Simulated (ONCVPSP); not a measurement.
Pseudopotential generation for Ho: ONCV, PBE, scalar-relativistic.

ONCVPSP 4.0.1 was run on this input:

```
# ATOM AND REFERENCE CONFIGURATION
# atsym  z   nc   nv     iexc    psfile
  Ho 67.00    9    4        4      upf
#
#   n    l    f
    1    0    2.00
    2    0    2.00
    2    1    6.00
    3    0    2.00
    3    1    6.00
    3    2   10.00
    4    0    2.00
    4    1    6.00
    4    2   10.00
    4    3   11.00
    5    0    2.00
    5    1    6.00
    6    0    1.50
#
# PSEUDOPOTENTIAL AND OPTIMIZATION
# lmax
    3
#
#   l,   rc,      ep,       ncon, nbas, qcut
    0    2.15    0.00    4    8    5.40
    1    2.20    0.00    3    6    4.90
    2    2.15    0.41    4    7    4.80
    3    1.05    0.00    3    7   19.70
#
# LOCAL POTENTIAL
# lloc, lpopt,  rc(5),   dvloc0
    4    1    0.85    0.00
#
# VANDERBILT-KLEINMAN-BYLANDER PROJECTORs
# l, nproj, debl
    0    2    2.90
    1    2    0.60
    2    2    2.50
    3    1    1.00
#
# MODEL CORE CHARGE
# icmod, fcfact, rcfact
    2    0.65    0.70
#
# LOG DERIVATIVE ANALYSIS
# epsh1, epsh2, depsh
   -3.00    5.00    0.02
#
# OUTPUT GRID
# rlmax, drl
    6.00    0.01
#
# TEST CONFIGURATIONS
# ncnf
    4
# nvcnf
#   n    l    f
    4
    4    3   11.00
    5    0    2.00
    5    1    6.00
    6    0    2.00
#
    4
    4    3   11.00
    5    0    2.00
    5    1    6.00
    6    0    1.00
#
    4
    4    3   11.00
    5    0    2.00
    5    1    6.00
    6    0    0.00
#
    4
    4    3   11.00
    5    0    1.00
    5    1    6.00
    6    0    2.00
#
```

Command:

```bash
oncvpsp.x < Ho.dat > Ho.out
```

Resulting log (shortened: citation, most of the input echo, consistency checks and plot data are left out):

```
ONCVPSP  (Optimized Norm-Conservinng Vanderbilt PSeudopotential)
scalar-relativistic version 4.0.1

#   n    l    f        energy (Ha)
    1    0    2.00    -2.0397370E+03
    2    0    2.00    -3.4126948E+02
    2    1    6.00    -3.0232023E+02
    3    0    2.00    -7.6308266E+01
    3    1    6.00    -6.4408224E+01
    3    2   10.00    -4.9320637E+01
    4    0    2.00    -1.5163326E+01
    4    1    6.00    -1.1248229E+01
    4    2   10.00    -5.9624052E+00
    4    3   11.00    -2.2934717E-01
    5    0    2.00    -1.9663105E+00
    5    1    6.00    -1.0654517E+00
    6    0    1.50    -2.3088939E-01

Reference configufation results
  iterations    39
  all-electron total energy (Ha)   -1.26162560D+04

Begin loop to  construct optimized pseudo wave functions
and semi-local pseudopoentials for all angular momenta

Calculating optimized projector #   1

 for l=   0

    Fraction of norm inside rc  0.962668
    Optimizing pswf for qcut=   5.40 a_B^-1,  ecut=  14.57 Ha
    Residual kinetic energy error=  7.51D-06 Ha

    Energy error per electron        Cutoff
         Ha          eV             Ha
         0.01000     0.27211        6.40
         0.00100     0.02721       10.14
         0.00010     0.00272       12.35
         0.00001     0.00027       14.60

Calculating optimized projector #   2

 for l=   0

    Fraction of norm inside rc  0.068820
    Optimizing pswf for qcut=   5.40 a_B^-1,  ecut=  14.57 Ha
    Residual kinetic energy error=  1.05D-05 Ha

    Energy error per electron        Cutoff
         Ha          eV             Ha
         0.01000     0.27211        2.87
         0.00100     0.02721        9.22
         0.00010     0.00272       12.21
         0.00001     0.00027       14.79

WARNING wellstate: negative energy specified for n= 6 l=  1
WARNING scattering state with energy  0.25000000
WARNING will be used for the first projector

   Wellstate for l =  1  n =  6
     eigenvalue =   0.2500
     asymptotic potential =   0.7500
     half-point radius =  3.5970

Calculating optimized projector #   1

 for l=   1

    Fraction of norm inside rc  0.891308
    Optimizing pswf for qcut=   4.89 a_B^-1,  ecut=  11.96 Ha
    Residual kinetic energy error=  1.45D-06 Ha

    Energy error per electron        Cutoff
         Ha          eV             Ha
         0.01000     0.27211        6.07
         0.00100     0.02721        7.95
         0.00010     0.00272        9.39
         0.00001     0.00027       11.01

Calculating optimized projector #   2

 for l=   1

    Fraction of norm inside rc  0.135360
    Optimizing pswf for qcut=   4.89 a_B^-1,  ecut=  11.96 Ha
    Residual kinetic energy error=  1.83D-05 Ha

    Energy error per electron        Cutoff
         Ha          eV             Ha
         0.01000     0.27211        5.42
         0.00100     0.02721        7.34
         0.00010     0.00272        9.05
         0.00001     0.00027       19.14

WARNING wellstate: moderately localized bound state found for n= 5 l=  2
WARNING scattering state with energy  0.05000000
WARNING will be used for the first projector

   Wellstate for l =  2  n =  6
     eigenvalue =   0.0500
     asymptotic potential =   0.5500
     half-point radius = 13.6905

   Wellstate for l =  2  n =  7
     eigenvalue =   2.5500
     asymptotic potential =   3.0500
     half-point radius =  3.6608

Calculating optimized projector #   1

 for l=   2

    Fraction of norm inside rc  0.103415
    Optimizing pswf for qcut=   4.80 a_B^-1,  ecut=  11.50 Ha
    Residual kinetic energy error=  2.27D-05 Ha

    Energy error per electron        Cutoff
         Ha          eV             Ha
         0.01000     0.27211        5.08
         0.00100     0.02721        7.86
         0.00010     0.00272       10.10
         0.00001     0.00027       13.31

Calculating optimized projector #   2

 for l=   2

    Fraction of norm inside rc  0.149223
    Optimizing pswf for qcut=   4.80 a_B^-1,  ecut=  11.50 Ha
    Residual kinetic energy error=  1.13D-03 Ha

    Energy error per electron        Cutoff
         Ha          eV             Ha
         0.01000     0.27211        8.67
         0.00100     0.02721       11.59
         0.00010     0.00272       18.87
         0.00001     0.00027       30.36

Calculating optimized projector #   1

 for l=   3

    Fraction of norm inside rc  0.751901
    Optimizing pswf for qcut=  19.71 a_B^-1,  ecut= 194.17 Ha
    Residual kinetic energy error=  1.76D-05 Ha

    Energy error per electron        Cutoff
         Ha          eV             Ha
         0.01000     0.27211      119.00
         0.00100     0.02721      138.19
         0.00010     0.00272      154.49

Construct Vanderbilt / Kleinmman-Bylander projectors

B matrix Hermiticity error, ll=   0
   1   2    1.5228E-04

  Orthonormal projector coefficients  1.5633E+01  1.2608E+00

B matrix Hermiticity error, ll=   1
   1   2    1.4709E-04

  Orthonormal projector coefficients  1.0530E+01  6.6403E-01

B matrix Hermiticity error, ll=   2
   1   2    8.7988E-05

  Orthonormal projector coefficients  8.1560E+00  6.8320E-01

Model core correction analysis
  based on d2Exc/dn_idn_j

d2excae - all-electron derivatives

   -1.926080D-02   -1.215638D-02   -9.155231D-03   -1.442774D-03
   -1.215618D-02   -2.596908D-02   -2.257625D-02   -1.687524D-03
   -9.155043D-03   -2.257619D-02   -2.320225D-02   -3.238587D-03
   -1.442340D-03   -1.686684D-03   -3.236313D-03   -3.253556D-02

d2excps - pseudofunction derivatives with no core correction

   -3.907325D-02   -2.019220D-02   -1.269940D-02   -2.069735D-03
   -2.019233D-02   -2.395189D-02   -2.166833D-02   -1.631617D-03
   -1.269929D-02   -2.166822D-02   -2.299217D-02   -3.243364D-03
   -2.069327D-03   -1.630785D-03   -3.241089D-03   -3.253904D-02

rms 2nd derivative error    5.880925E-03

amplitude prefactor, scale prefactor
   12.0381    1.1647

d2excps - pseudofunction derivatives with core correction

   -2.293603D-02   -1.463567D-02   -1.058622D-02   -1.583349D-03
   -1.463556D-02   -2.143446D-02   -2.031637D-02   -1.420482D-03
   -1.058606D-02   -2.031623D-02   -2.227285D-02   -3.128709D-03
   -1.582918D-03   -1.419630D-03   -3.126432D-03   -3.252079D-02

rms 2nd derivative error    1.964442E-03

Pseudoatom total energy -170.264933

Diagnostic tests using Vanderbilt-Kleinman-Bylander pseudopotentials
  1 or more projectors used as specified by nproj input data

   l    rcore       rmatch      e in        delta e   norm test  slope test

   0   2.1570026   2.2224939  -1.9663105   0.0000018   1.0001721   1.0001633
   0   2.1570026   2.2224939  -0.2308894   0.0000014   1.0000223   1.0000178

   1   2.2092385   2.2763157  -1.0654517   0.0000025   1.0000978   1.0001040
   1   2.2092385   2.2763157   0.2500000   0.0000303   1.0002136   1.0002136

   2   2.1570026   2.2224939   0.0500000   0.0000019   1.0000713   1.0000713
   2   2.1570026   2.2224939   2.5500000   0.0000460   1.0002415   1.0002415

   3   1.0521871   1.0841338  -0.2293472   0.0000207   1.0000166   0.9999694

 Testing for bound ghosts
   n   l    E NL Schr. Eq   E Basis Diag.   E Cutoff

       0                       -4.521303     56.90  WARNING - GHOST(-)
   1   0       -1.966309       -1.966293     56.90
   2   0       -0.230888       -0.204792     56.90

   2   1       -1.065449       -1.065391     31.93

   3   2       -0.137933       -0.125023     55.47

   4   3       -0.229326       -0.220855    195.05

 Testing for highly-localized positive-energy ghosts
       l    <radius>/rc     E Basis Diag.   E Cutoff

       1        0.356304        2.129625     31.93  WARNING - GHOST(+)

Test configuration 0

   n   l     f        eae           eps        diff
   1   0  2.0000-2039.73697998
   2   0  2.0000 -341.26947952
   2   1  6.0000 -302.32022768
   3   0  2.0000  -76.30826589
   3   1  6.0000  -64.40822397
   3   2 10.0000  -49.32063689
   4   0  2.0000  -15.16332556
   4   1  6.0000  -11.24822906
   4   2 10.0000   -5.96240524
   4   3 11.0000   -0.22934717   -0.22932648    2.07D-05
   5   0  2.0000   -1.96631046   -1.96630870    1.76D-06
   5   1  6.0000   -1.06545173   -1.06544924    2.49D-06
   6   0  1.5000   -0.23088939   -0.23088801    1.38D-06

    Total energies and differences
      AE_ref= -1.26162560D+04  AE_tst= -1.26162560D+04  dif=  0.00D+00
      PS_ref= -1.70264933D+02  PS_tst= -1.70264933D+02  dif= -2.98D-11
      PSP excitation error=  2.98D-11

Test configuration 1

   n   l     f        eae           eps        diff
   1   0  2.0000-2039.62290091
   2   0  2.0000 -341.15578145
   2   1  6.0000 -302.20646956
   3   0  2.0000  -76.19512378
   3   1  6.0000  -64.29507009
   3   2 10.0000  -49.20743062
   4   0  2.0000  -15.04995608
   4   1  6.0000  -11.13477119
   4   2 10.0000   -5.84882187
   4   3 11.0000   -0.11551181   -0.11541268    9.91D-05
   5   0  2.0000   -1.85131365   -1.85150664   -1.93D-04
   5   1  6.0000   -0.95059201   -0.95068613   -9.41D-05
   6   0  2.0000   -0.13922608   -0.13924495   -1.89D-05

    Total energies and differences
      AE_ref= -1.26162560D+04  AE_tst= -1.26163487D+04  dif= -9.27D-02
      PS_ref= -1.70264933D+02  PS_tst= -1.70357177D+02  dif= -9.22D-02
      PSP excitation error= -4.79D-04

Test configuration 2

   n   l     f        eae           eps        diff
   1   0  2.0000-2039.86288166
   2   0  2.0000 -341.39475511
   2   1  6.0000 -302.44557870
   3   0  2.0000  -76.43277895
   3   1  6.0000  -64.53275153
   3   2 10.0000  -49.44523371
   4   0  2.0000  -15.28812980
   4   1  6.0000  -11.37314616
   4   2 10.0000   -6.08747897
   4   3 11.0000   -0.35465634   -0.35480344   -1.47D-04
   5   0  2.0000   -2.09299742   -2.09278098    2.16D-04
   5   1  6.0000   -1.19171163   -1.19160031    1.11D-04
   6   0  1.0000   -0.32895619   -0.32893095    2.52D-05

    Total energies and differences
      AE_ref= -1.26162560D+04  AE_tst= -1.26161160D+04  dif=  1.40D-01
      PS_ref= -1.70264933D+02  PS_tst= -1.70125225D+02  dif=  1.40D-01
      PSP excitation error=  2.00D-04

Test configuration 3

   n   l     f        eae           eps        diff
   1   0  2.0000-2040.14541002
   2   0  2.0000 -341.67540190
   2   1  6.0000 -302.72642396
   3   0  2.0000  -76.71130269
   3   1  6.0000  -64.81131332
   3   2 10.0000  -49.72398569
   4   0  2.0000  -15.56744280
   4   1  6.0000  -11.65275653
   4   2 10.0000   -6.36749108
   4   3 11.0000   -0.63498034   -0.63569281   -7.12D-04
   5   0  2.0000   -2.37646026   -2.37569605    7.64D-04
   5   1  6.0000   -1.47301098   -1.47257904    4.32D-04

    Total energies and differences
      AE_ref= -1.26162560D+04  AE_tst= -1.26156819D+04  dif=  5.74D-01
      PS_ref= -1.70264933D+02  PS_tst= -1.69691104D+02  dif=  5.74D-01
      PSP excitation error=  2.50D-04

Test configuration 4

   n   l     f        eae           eps        diff
   1   0  2.0000-2040.11399752
   2   0  2.0000 -341.62991208
   2   1  6.0000 -302.68233054
   3   0  2.0000  -76.65148451
   3   1  6.0000  -64.75176567
   3   2 10.0000  -49.66560993
   4   0  2.0000  -15.51411759
   4   1  6.0000  -11.60125728
   4   2 10.0000   -6.31763296
   4   3 11.0000   -0.57672936   -0.58602957   -9.30D-03
   5   0  1.0000   -2.30232914   -2.30460557   -2.28D-03
   5   1  6.0000   -1.37752396   -1.37864988   -1.13D-03
   6   0  2.0000   -0.38857541   -0.38843203    1.43D-04

    Total energies and differences
      AE_ref= -1.26162560D+04  AE_tst= -1.26142787D+04  dif=  1.98D+00
      PS_ref= -1.70264933D+02  PS_tst= -1.68285760D+02  dif=  1.98D+00
      PSP excitation error= -1.92D-03
```

Note: ghosts flagged at negative energy: s at -123.0 eV; GHOST(+) flagged for p at 58.0 eV. A true bound ghost makes a file unfit for plane-wave use.

The run took about 3.8 s on one core of a shared server CPU.
